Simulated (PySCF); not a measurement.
C3H8Be (SMILES [BeH][CH](C)C), singlet, at a GFN2-xTB geometry (such geometries of metal compounds can be far from the true shape), atoms displaced at random by about 0.08 Å a coordinate; R2SCAN/6-31G, gradient (PySCF).

The PySCF input:
```python
from pyscf import gto, scf, dft

mol = gto.Mole()
mol.atom = '''
    Be   -0.03204526    0.22177767    1.54038855
    H     0.10776412    0.10845565    2.85366704
    C    -0.31249428    0.40287023   -0.15790662
    C    -0.55512276   -1.20674526    0.03145794
    C     0.84593802    0.67939355   -0.98944590
    H    -1.19695677    0.84403063   -0.48199323
    H    -0.58454175   -1.43610222   -0.97933225
    H     0.15189102   -1.67562213    0.56843425
    H    -1.49512345   -1.38441259    0.60488194
    H     0.98959679    1.73975883   -1.05372707
    H     0.79499262    0.34301936   -1.97257445
    H     1.71013194    0.31257328   -0.55816004
'''
mol.basis = '6-31g'
mol.verbose = 4
mol.build()

mf = dft.RKS(mol)
mf.xc = 'r2scan'
mf.grids.level = 1
mf.kernel()
g = mf.nuc_grad_method()
g.grid_response = True
grad = g.kernel()
```

It wrote (shortened):

```
PySCF version 2.14.0

[INPUT] verbose = 4
[INPUT] num. atoms = 12
[INPUT] num. electrons = 30
[INPUT] charge = 0
[INPUT] spin (= nelec alpha-beta = 2S) = 0
[INPUT] symmetry False subgroup None
[INPUT] Mole.unit = angstrom
[INPUT] Symbol           X                Y                Z      unit          X                Y                Z       unit  Magmom
[...]
nuclear repulsion = 105.001647164385
number of shells = 36
number of NR pGTOs = 120
number of NR cGTOs = 52
basis = 6-31g
ecp = {}

******** <class 'pyscf.dft.rks.RKS'> ********
method = RKS
initial guess = minao
damping factor = 0
level_shift factor = 0
DIIS = <class 'pyscf.scf.diis.CDIIS'>
diis_start_cycle = 1
diis_space = 8
diis_damp = 0
SCF conv_tol = 1e-09
SCF conv_tol_grad = None
SCF max_cycles = 50
direct_scf = True
direct_scf_tol = 1e-13
XC library pyscf.dft.libxc version 7.1.2
    S. Lehtola, C. Steigemann, M. J. T. Oliveira, and M. A. L. Marques,  SoftwareX 7, 1–5 (2018)
XC functionals = r2scan
    J. W. Furness, A. D. Kaplan, J. Ning, J. P. Perdew, and J. Sun,  J. Phys. Chem. Lett. 11, 8208–8215 (2020)
    J. W. Furness, A. D. Kaplan, J. Ning, J. P. Perdew, and J. Sun,  J. Phys. Chem. Lett. 11, 9248–9248 (2020)
    J. W. Furness, A. D. Kaplan, J. Ning, J. P. Perdew, and J. Sun,  J. Phys. Chem. Lett. 11, 8208–8215 (2020)
    J. W. Furness, A. D. Kaplan, J. Ning, J. P. Perdew, and J. Sun,  J. Phys. Chem. Lett. 11, 9248–9248 (2020)
radial grids:
    Treutler-Ahlrichs [JCP 102, 346 (1995); DOI:10.1063/1.469408] (M4) radial grids

becke partition: Becke, JCP 88, 2547 (1988); DOI:10.1063/1.454033
pruning grids: <function nwchem_prune>
grids dens level: 1
symmetrized grids: False
atomic radii adjust function: <function treutler_atomic_radii_adjust>
small_rho_cutoff = 0
Set gradient conv threshold to 3.16228e-05
Initial guess from minao.
tot grids = 40400
init E= -133.819896227735
[...]
cycle= 1 E= -133.605517872058  delta_E= 0.214  |g|= 0.509  |ddm|= 2.94
[...]
cycle= 2 E= -133.538004478191  delta_E= 0.0675  |g|=  0.7  |ddm|= 1.29
[...]
cycle= 3 E= -133.678730359959  delta_E= -0.141  |g|= 0.0607  |ddm|= 0.822
[...]
cycle= 4 E= -133.679901544296  delta_E= -0.00117  |g|= 0.0229  |ddm|= 0.103
[...]
cycle= 5 E= -133.680032407389  delta_E= -0.000131  |g|= 0.00515  |ddm|= 0.0268
[...]
cycle= 6 E= -133.680041050626  delta_E= -8.64e-06  |g|= 0.00142  |ddm|= 0.00851
[...]
cycle= 7 E= -133.680041566404  delta_E= -5.16e-07  |g|= 0.000351  |ddm|= 0.00166
[...]
cycle= 8 E= -133.680041600207  delta_E= -3.38e-08  |g|= 5.12e-05  |ddm|= 0.000502
[...]
cycle= 9 E= -133.680041601164  delta_E= -9.57e-10  |g|= 8.54e-06  |ddm|= 0.000108
[...]
Extra cycle  E= -133.680041601181  delta_E= -1.7e-11  |g|= 6.01e-06  |ddm|= 2.98e-05
converged SCF energy = -133.680041601181

******** <class 'pyscf.grad.rks.Gradients'> for <class 'pyscf.dft.rks.RKS'> ********
unit = Eh/Bohr
grid_response = True
--------------- RKS gradients ---------------
         x                y                z
0 Be     0.0084842811    -0.0216200799     0.0201962337
1 H    -0.0021609444     0.0050801300    -0.0040853038
2 C    -0.0064595277     0.0348291610    -0.0815247123
3 C     0.0671039280    -0.0722120478     0.0010146581
4 C     0.0021032870    -0.0310776258     0.0007176073
5 H     0.0360911649    -0.0143952619     0.0127302025
6 H     0.0059162104     0.0347449554     0.0356681314
7 H    -0.0655569982     0.0421685220    -0.0315404594
8 H    -0.0015040623     0.0019186006     0.0170322744
9 H    -0.0029868619    -0.0193784042     0.0016735554
10 H     0.0039808533     0.0198393698     0.0445819288
11 H    -0.0450113301     0.0201026806    -0.0164641160
----------------------------------------------
```
